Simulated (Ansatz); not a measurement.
Consider the formal exchange of groups at the Se–Ge bond: `B[Se][GeH3]` + `F[SiH3]` → `B[Se][SiH2]F` + GeH₄.

Computed with Ansatz on PBE0-D4/def2-TZVP structures; ΔE is electronic, products minus reactants. CBS: MP2 limit from def2 TZ/QZ plus the TZ coupled-cluster correction, frozen cores. This one scheme is used for every species. Functionals use def2-TZVPP. B3LYP here is the variant with VWN-RPA as its local correlation; programs differ in this. For Ge, Se outer-core shells are correlated without core-valence functions, which leaves a few kJ/mol of doubt a bond. Scalar relativity is left out up to krypton. One conformer a species, not always the lowest.

```tsv
level	ΔE (kJ/mol)	difference from CCSD(T)/CBS
r2SCAN-D4	-9.9	-2.3
B3LYP-D4	-5.7	1.9
ωB97X-V	-7.8	-0.2
B2PLYP	-4.4	3.2
PBE	-9.0	-1.4
r2SCAN	-9.6	-2.0
PBE0	-8.3	-0.7
B3LYP	-4.1	3.5
MP2/def2-TZVPP	-4.2	3.4
SCS-MP2/def2-TZVPP	-2.0	5.6
CCSD/def2-TZVPP	-3.8	3.8
CCSD(T)/def2-TZVPP	-4.6	3.0
HF/def2-QZVPP	-0.1	7.5
MP2/def2-QZVPP	-6.3	1.3
SCS-MP2/def2-QZVPP	-4.1	3.5
MP2/CBS(def2)	-7.2	0.4
CCSD(T)/CBS	-7.6	0
```

Largest T1 diagnostic among the species: 0.013.

In def2-TZVPP, CCSD(T) changes the Hartree–Fock value by −5.3 kJ/mol (the triples alone add −0.7 kJ/mol) and MP2 by −5.0 kJ/mol.

CCSD(T)/CBS has its own doubt, a few kJ/mol and more with outer-core shells, so smaller differences from it don't rank the levels.
